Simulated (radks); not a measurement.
Values are calculated unless marked as measured or tabulated.
Numerical settings for the antimony ion Sb40+, [Ne] 3s1. Level of theory: scalar-relativistic Kohn-Sham, PBE, spin-polarised, spherical densities, point nucleus; open shells are filled with parallel spins first (spin-orbit coupling, left out, can overturn this in heavy ions) (a radial shooting solver on a logarithmic mesh with Libxc functionals). The defaults (mesh step 0.008 in ln r, mesh end at 40 bohr or more with all orbitals vanishing there, Anderson mixing 0.5 over 9 steps, residual threshold near 1e-9 with the energy settled to 1e-9 hartree or 1e-11 of itself, here a cap of 98 iterations) give E = -5026.7824 hartree and 3s at -2872.9 eV in 13 iterations. Run on one thread of a shared host, so times are rough (Arm Neoverse V1): 0.1 s of CPU time, 0.1 s wall, 13 iterations on 2476 mesh points. Changes against that run (0 stands for a change within the tolerance of the run):

| setting | iterations | converged | E (mhartree) | e(3s) (meV) | CPU (s) |
|---|---|---|---|---|---|
| mesh step in ln r 0.2 | 98 | no | diverged | - | 0.18 |
| mesh step in ln r 0.05 | 13 | yes | +0.0157 | +0.495 | 0.02 |
| mesh step in ln r 0.005 | 13 | yes | 0 | 0 | 0.15 |
| mesh end (bohr) 1 | 13 | yes | +0.18 | +5.64 | 0.09 |
| mesh end (bohr) 12 | 13 | yes | 0 | 0 | 0.09 |
| residual threshold 1e-13 | 17 | yes | 0 | 0 | 0.11 |
| residual threshold 0.001 | 8 | yes | -0.000352 | -0.109 | 0.07 |
| mixing 2.5 | 14 | yes | 0 | 0 | 0.1 |
| linear mixing, mixing 0.05 | 98 | no | -4.7 | -3.08e+03 | 0.68 |
| linear mixing, mixing 0.8 | 16 | yes | 0 | 0 | 0.11 |
| mixing history 20 | 20 | yes | 0 | 0 | 0.13 |
| iteration cap 5 | 5 | no | +0.0496 | +16.2 | 0.04 |

No run marked as converged misses the energy by more than 1 mhartree. A mesh that ends early acts as a hard wall.
